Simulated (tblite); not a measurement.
Isomers of C4H4FO3Si (doublet state). Computed with GFN2-xTB (tblite): harmonic, unscaled wavenumbers at the GFN2-xTB geometry, gas phase. The method is semi-empirical: single wavenumbers can be off by several per cent or more. Modes of hydrogen on silicon can be 10 to 20 % off. One conformer each. Open shells enter through the occupations alone, without spin polarisation, and single modes of such species can be off by tens of per cent.

Electronic energies: GFN2-xTB at the same geometries; isomer energies are rough at this level and their order can be wrong.

| SMILES | electronic energy, lowest = 0 (kcal/mol) |
| --- | --- |
| O=C1OCOC=C1[SiH]F | 2.2 |
| O=C1OCO[C]=C1[SiH2]F | 18.3 |
| O=C1O[CH]OC=C1[SiH2]F | 0.0 |

**Question.** How do GFN2-xTB zero-point energies change the relative energies?

**Answer.** 
| SMILES | ZPE (kcal/mol) | of it from modes above 1550 cm⁻¹ | electronic (kcal/mol) | with ZPE, lowest = 0 (kcal/mol) | lowest mode (cm⁻¹) | rings |
| --- | --- | --- | --- | --- | --- | --- |
| O=C1O[CH]OC=C1[SiH2]F | 44.7 | 18.1 | 0.0 | 0.0 | 57 | 1 |
| O=C1OCOC=C1[SiH]F | 48.1 | 18.7 | 2.2 | 5.6 | 68 | 1 |
| O=C1OCO[C]=C1[SiH2]F | 46.1 | 19.9 | 18.3 | 19.7 | 23 | 1 |

The zero-point energies span 3.4 kcal/mol, from `O=C1O[CH]OC=C1[SiH2]F` to `O=C1OCOC=C1[SiH]F`. The order is unchanged.
